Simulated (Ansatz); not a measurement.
Ansatz (an electronic-structure program) input (B3LYP-D3(BJ)/def2-TZVP):

Ansatz 0.2 input:
```yaml
crystal:
  periodic: [false, false, false]
  atoms:
    - {symbol: C, position_ang: [1.35916228, 0.35037179, 0.10051458]}
    - {symbol: C, position_ang: [0.20737710, -0.47268744, -0.30818945]}
    - {symbol: C, position_ang: [-1.12081466, 0.06400498, 0.22039364]}
    - {symbol: F, position_ang: [-1.43009081, 1.25833150, -0.38323728]}
    - {symbol: H, position_ang: [1.32592081, 0.92147438, 1.00646257]}
    - {symbol: H, position_ang: [2.24634799, 0.38080247, -0.49957625]}
    - {symbol: H, position_ang: [0.16029581, -0.54353188, -1.39936118]}
    - {symbol: H, position_ang: [0.30566332, -1.50352009, 0.06979160]}
    - {symbol: H, position_ang: [-1.07375782, 0.25888070, 1.29657496]}
    - {symbol: H, position_ang: [-1.94705549, -0.61914389, -0.00316255]}
basis:
  gaussian:
    orbitals: def2-TZVP
hamiltonian:
  xc: b3lyp
  dispersion: d3bj
magnetization: {spin_polarized: true, initial_magnetization: 1}
relax: {f_tol: 0.002, max_steps: 150}
```

Output:

```
Functional definition: B3LYP
integrals: 0.06 GiB planned
960 factors; their error is unknown
mean field: 0.80 GiB planned
mean field evaluation 1: about -5919.5750 eV, gradient 3.9e1 eV
mean field evaluation 2: about -5916.6295 eV, gradient 4.5e1 eV
mean field evaluation 4: about -5926.5726 eV, gradient 9.0e-1 eV
mean field evaluation 8: about -5926.5772 eV, gradient 5.9e-2 eV
mean field evaluation 16: about -5926.5610 eV, gradient 2.5e-4 eV
mean field -5926.56096297 eV, -217.7970982217 hartree, gradient 1.8e-5 eV, S^2 0.753960; 0 other end points of the search recorded, 0 dependent functions left out
the calculation of the forces begins
reference -5926.56120714 eV, -217.7971071949 hartree; 17, 16 occupied and 143, 144 virtual orbitals, 960 factors
relax step   1: F+E_penalty+E_count = -5926.81747142 eV  Δ(F+E_penalty+E_count) = +0.000e0 eV  max|allowed force component| = 7.731e-1 eV/Å  Δτ_max = 0.0000 Å  (31 SCF iters, accepted)
these checks for a lower state are left out or cut short: starts, cluster_reference, orbital_swaps, neighbouring_geometries, increment
integrals: 0.06 GiB planned
960 factors; their error is unknown
mean field: 0.80 GiB planned
mean field -5926.58266234 eV, -217.7978956591 hartree, gradient 1.4e-5 eV, S^2 0.754008; 0 other end points of the search recorded, 0 dependent functions left out
the calculation of the forces begins
reference -5926.58290667 eV, -217.7979046378 hartree; 17, 16 occupied and 143, 144 virtual orbitals, 960 factors
relax step   2: F+E_penalty+E_count = -5926.83829147 eV  Δ(F+E_penalty+E_count) = -2.082e-2 eV  max|allowed force component| = 3.309e-1 eV/Å  Δτ_max = 0.0292 Å  (33 SCF iters, accepted)
these checks for a lower state are left out or cut short: starts, cluster_reference, orbital_swaps, neighbouring_geometries, increment
integrals: 0.06 GiB planned
960 factors; their error is unknown
mean field: 0.80 GiB planned
mean field evaluation 32: about -5926.5856 eV, gradient 1.3e-5 eV
mean field -5926.58560605 eV, -217.7980038384 hartree, gradient 1.3e-5 eV, S^2 0.754029; 0 other end points of the search recorded, 0 dependent functions left out
the calculation of the forces begins
reference -5926.58585005 eV, -217.7980128052 hartree; 17, 16 occupied and 143, 144 virtual orbitals, 960 factors
relax step   3: F+E_penalty+E_count = -5926.84104164 eV  Δ(F+E_penalty+E_count) = -2.750e-3 eV  max|allowed force component| = 1.260e-1 eV/Å  Δτ_max = 0.0141 Å  (33 SCF iters, accepted)
these checks for a lower state are left out or cut short: starts, cluster_reference, orbital_swaps, neighbouring_geometries, increment
integrals: 0.06 GiB planned
960 factors; their error is unknown
mean field: 0.80 GiB planned
mean field -5926.58605369 eV, -217.7980202888 hartree, gradient 1.2e-5 eV, S^2 0.754030; 0 other end points of the search recorded, 0 dependent functions left out
the calculation of the forces begins
reference -5926.58629733 eV, -217.7980292422 hartree; 17, 16 occupied and 143, 144 virtual orbitals, 960 factors
relax step   4: F+E_penalty+E_count = -5926.84149700 eV  Δ(F+E_penalty+E_count) = -4.554e-4 eV  max|allowed force component| = 1.596e-2 eV/Å  Δτ_max = 0.0104 Å  (34 SCF iters, accepted)
these checks for a lower state are left out or cut short: starts, cluster_reference, orbital_swaps, neighbouring_geometries, increment
integrals: 0.06 GiB planned
960 factors; their error is unknown
mean field: 0.80 GiB planned
mean field -5926.58611225 eV, -217.7980224407 hartree, gradient 1.2e-5 eV, S^2 0.754029; 0 other end points of the search recorded, 0 dependent functions left out
the calculation of the forces begins
reference -5926.58635559 eV, -217.7980313834 hartree; 17, 16 occupied and 143, 144 virtual orbitals, 960 factors
relax step   5: F+E_penalty+E_count = -5926.84162786 eV  Δ(F+E_penalty+E_count) = -1.309e-4 eV  max|allowed force component| = 1.841e-2 eV/Å  Δτ_max = 0.0118 Å  (33 SCF iters, accepted)
these checks for a lower state are left out or cut short: starts, cluster_reference, orbital_swaps, neighbouring_geometries, increment
integrals: 0.06 GiB planned
960 factors; their error is unknown
mean field: 0.80 GiB planned
[...]
mean field -5926.58955774 eV, -217.7981490604 hartree, gradient 1.9e-5 eV, S^2 0.754025; 0 other end points of the search recorded, 0 dependent functions left out
the calculation of the forces begins
reference -5926.58980120 eV, -217.7981580073 hartree; 17, 16 occupied and 143, 144 virtual orbitals, 960 factors
relax step  12: F+E_penalty+E_count = -5926.84559008 eV  Δ(F+E_penalty+E_count) = -7.091e-4 eV  max|allowed force component| = 1.239e-1 eV/Å  Δτ_max = 0.0588 Å  (32 SCF iters, accepted)
these checks for a lower state are left out or cut short: starts, cluster_reference, orbital_swaps, neighbouring_geometries, increment
integrals: 0.06 GiB planned
960 factors; their error is unknown
mean field: 0.80 GiB planned
mean field -5926.58074660 eV, -217.7978252569 hartree, gradient 2.2e-5 eV, S^2 0.754096; 0 other end points of the search recorded, 0 dependent functions left out
the calculation of the forces begins
reference -5926.58098869 eV, -217.7978341536 hartree; 17, 16 occupied and 143, 144 virtual orbitals, 960 factors
relax step  13: F+E_penalty+E_count = -5926.83690818 eV  Δ(F+E_penalty+E_count) = +8.682e-3 eV  max|allowed force component| = 6.893e-1 eV/Å  Δτ_max = 0.1946 Å  (33 SCF iters, rejected (line search))
these checks for a lower state are left out or cut short: starts, cluster_reference, orbital_swaps, neighbouring_geometries, increment
integrals: 0.06 GiB planned
960 factors; their error is unknown
mean field: 0.80 GiB planned
mean field -5926.59225981 eV, -217.7982483596 hartree, gradient 8.0e-6 eV, S^2 0.753987; 0 other end points of the search recorded, 0 dependent functions left out
the calculation of the forces begins
reference -5926.59250279 eV, -217.7982572889 hartree; 17, 16 occupied and 143, 144 virtual orbitals, 960 factors
relax step  14: F+E_penalty+E_count = -5926.84848456 eV  Δ(F+E_penalty+E_count) = -2.894e-3 eV  max|allowed force component| = 6.031e-2 eV/Å  Δτ_max = 0.0973 Å  (32 SCF iters, accepted)
these checks for a lower state are left out or cut short: starts, cluster_reference, orbital_swaps, neighbouring_geometries, increment
integrals: 0.06 GiB planned
960 factors; their error is unknown
mean field: 0.80 GiB planned
mean field -5926.59471339 eV, -217.7983385268 hartree, gradient 7.8e-6 eV, S^2 0.753984; 0 other end points of the search recorded, 0 dependent functions left out
the calculation of the forces begins
reference -5926.59495527 eV, -217.7983474159 hartree; 17, 16 occupied and 143, 144 virtual orbitals, 960 factors
relax step  15: F+E_penalty+E_count = -5926.85092598 eV  Δ(F+E_penalty+E_count) = -2.441e-3 eV  max|allowed force component| = 1.866e-1 eV/Å  Δτ_max = 0.0981 Å  (32 SCF iters, accepted)
these checks for a lower state are left out or cut short: starts, cluster_reference, orbital_swaps, neighbouring_geometries, increment
integrals: 0.06 GiB planned
960 factors; their error is unknown
mean field: 0.80 GiB planned
mean field -5926.59573297 eV, -217.7983759957 hartree, gradient 7.9e-6 eV, S^2 0.753990; 0 other end points of the search recorded, 0 dependent functions left out
the calculation of the forces begins
reference -5926.59597568 eV, -217.7983849154 hartree; 17, 16 occupied and 143, 144 virtual orbitals, 960 factors
relax step  16: F+E_penalty+E_count = -5926.85190275 eV  Δ(F+E_penalty+E_count) = -9.768e-4 eV  max|allowed force component| = 3.507e-1 eV/Å  Δτ_max = 0.1034 Å  (32 SCF iters, accepted)
these checks for a lower state are left out or cut short: starts, cluster_reference, orbital_swaps, neighbouring_geometries, increment
integrals: 0.06 GiB planned
960 factors; their error is unknown
mean field: 0.80 GiB planned
mean field evaluation 128: about -5926.6093 eV, gradient 2.4e-1 eV
mean field -5926.59546212 eV, -217.7983660421 hartree, gradient 2.0e-5 eV, S^2 0.753938; 0 other end points of the search recorded, 0 dependent functions left out
the calculation of the forces begins
reference -5926.59570363 eV, -217.7983749177 hartree; 17, 16 occupied and 143, 144 virtual orbitals, 960 factors
relax step  17: F+E_penalty+E_count = -5926.85202516 eV  Δ(F+E_penalty+E_count) = -1.224e-4 eV  max|allowed force component| = 2.571e-1 eV/Å  Δτ_max = 0.2000 Å  (33 SCF iters, accepted)
these checks for a lower state are left out or cut short: starts, cluster_reference, orbital_swaps, neighbouring_geometries, increment
integrals: 0.06 GiB planned
960 factors; their error is unknown
mean field: 0.80 GiB planned
mean field -5926.60209188 eV, -217.7986096816 hartree, gradient 1.6e-5 eV, S^2 0.753897; 0 other end points of the search recorded, 0 dependent functions left out
the calculation of the forces begins
reference -5926.60233294 eV, -217.7986185400 hartree; 17, 16 occupied and 143, 144 virtual orbitals, 960 factors
relax step  18: F+E_penalty+E_count = -5926.85848015 eV  Δ(F+E_penalty+E_count) = -6.455e-3 eV  max|allowed force component| = 3.110e-2 eV/Å  Δτ_max = 0.0308 Å  (32 SCF iters, accepted)
these checks for a lower state are left out or cut short: starts, cluster_reference, orbital_swaps, neighbouring_geometries, increment
integrals: 0.06 GiB planned
960 factors; their error is unknown
mean field: 0.80 GiB planned
mean field -5926.60268238 eV, -217.7986313817 hartree, gradient 1.2e-5 eV, S^2 0.753909; 0 other end points of the search recorded, 0 dependent functions left out
the calculation of the forces begins
reference -5926.60292337 eV, -217.7986402382 hartree; 17, 16 occupied and 143, 144 virtual orbitals, 960 factors
relax step  19: F+E_penalty+E_count = -5926.85887171 eV  Δ(F+E_penalty+E_count) = -3.916e-4 eV  max|allowed force component| = 1.510e-2 eV/Å  Δτ_max = 0.0136 Å  (33 SCF iters, accepted)
these checks for a lower state are left out or cut short: starts, cluster_reference, orbital_swaps, neighbouring_geometries, increment
integrals: 0.06 GiB planned
960 factors; their error is unknown
mean field: 0.80 GiB planned
mean field -5926.60288064 eV, -217.7986386680 hartree, gradient 1.2e-5 eV, S^2 0.753909; 0 other end points of the search recorded, 0 dependent functions left out
the calculation of the forces begins
reference -5926.60312164 eV, -217.7986475242 hartree; 17, 16 occupied and 143, 144 virtual orbitals, 960 factors
relax step  20: F+E_penalty+E_count = -5926.85892862 eV  Δ(F+E_penalty+E_count) = -5.691e-5 eV  max|allowed force component| = 6.926e-3 eV/Å  Δτ_max = 0.0071 Å  (34 SCF iters, accepted)
these checks for a lower state are left out or cut short: starts, cluster_reference, orbital_swaps, neighbouring_geometries, increment
integrals: 0.06 GiB planned
960 factors; their error is unknown
mean field: 0.80 GiB planned
mean field evaluation 160: about -5926.6029 eV, gradient 3.3e-4 eV
mean field -5926.60287359 eV, -217.7986384087 hartree, gradient 1.2e-5 eV, S^2 0.753908; 0 other end points of the search recorded, 0 dependent functions left out
the calculation of the forces begins
reference -5926.60311454 eV, -217.7986472636 hartree; 17, 16 occupied and 143, 144 virtual orbitals, 960 factors
relax step  21: F+E_penalty+E_count = -5926.85893928 eV  Δ(F+E_penalty+E_count) = -1.065e-5 eV  max|allowed force component| = 1.750e-3 eV/Å  Δτ_max = 0.0050 Å  (34 SCF iters, accepted)
these checks for a lower state are left out or cut short: starts, cluster_reference, orbital_swaps, neighbouring_geometries, increment
integrals: 0.06 GiB planned
960 factors; their error is unknown
mean field: 0.80 GiB planned
mean field -5926.60287817 eV, -217.7986385770 hartree, gradient 1.2e-5 eV, S^2 0.753909; 0 other end points of the search recorded, 0 dependent functions left out
the calculation of the forces begins
reference -5926.60311912 eV, -217.7986474316 hartree; 17, 16 occupied and 143, 144 virtual orbitals, 960 factors
relax step  22: F+E_penalty+E_count = -5926.85894007 eV  Δ(F+E_penalty+E_count) = -7.951e-7 eV  max|allowed force component| = 3.313e-3 eV/Å  Δτ_max = 0.0028 Å  (33 SCF iters, accepted)
these checks for a lower state are left out or cut short: starts, cluster_reference, orbital_swaps, neighbouring_geometries, increment
integrals: 0.06 GiB planned
960 factors; their error is unknown
mean field: 0.80 GiB planned
mean field -5926.60287717 eV, -217.7986385403 hartree, gradient 1.2e-5 eV, S^2 0.753908; 0 other end points of the search recorded, 0 dependent functions left out
the calculation of the forces begins
reference -5926.60311812 eV, -217.7986473949 hartree; 17, 16 occupied and 143, 144 virtual orbitals, 960 factors
relax step  23: F+E_penalty+E_count = -5926.85894036 eV  Δ(F+E_penalty+E_count) = -2.902e-7 eV  max|allowed force component| = 5.400e-4 eV/Å  Δτ_max = 0.0007 Å  (34 SCF iters, accepted)
integrals: 0.06 GiB planned
960 factors; their error is unknown
mean field: 0.80 GiB planned
mean field evaluation 192: about -5926.6195 eV, gradient 5.9e-2 eV
mean field -5926.60287717 eV, -217.7986385403 hartree, gradient 1.2e-5 eV, S^2 0.753908; 1 other end points of the search recorded, 0 dependent functions left out
the calculation of the forces begins
reference -5926.60311812 eV, -217.7986473949 hartree; 17, 16 occupied and 143, 144 virtual orbitals, 960 factors
Total energy: -5926.85918131 eV, -217.8080575437 hartree
Atom 0 at     1.361432     0.367046     0.100938 Å, force     0.000148     0.000169    -0.000218 eV/Å
Atom 1 at     0.194085    -0.438689    -0.337122 Å, force     0.000055    -0.000540     0.000322 eV/Å
Atom 2 at    -1.120167     0.002736     0.279174 Å, force    -0.000278    -0.000206     0.000058 eV/Å
Atom 3 at    -1.407036     1.318941    -0.098235 Å, force    -0.000432     0.000377    -0.000097 eV/Å
Atom 4 at     1.248445     1.422800     0.302328 Å, force     0.000118    -0.000239     0.000096 eV/Å
Atom 5 at     2.358914    -0.047775     0.078908 Å, force    -0.000047     0.000084     0.000044 eV/Å
Atom 6 at     0.080187    -0.394527    -1.432190 Å, force    -0.000127     0.000171     0.000014 eV/Å
Atom 7 at     0.341509    -1.497858    -0.099149 Å, force     0.000239    -0.000086    -0.000005 eV/Å
Atom 8 at    -1.076048    -0.017107     1.370317 Å, force     0.000143     0.000028    -0.000159 eV/Å
Atom 9 at    -1.948273    -0.620585    -0.064759 Å, force     0.000180     0.000241    -0.000054 eV/Å
Dipole moment:     0.090882    -0.380786     0.037779 e Å
```

It need not be the lowest isomer of its formula.
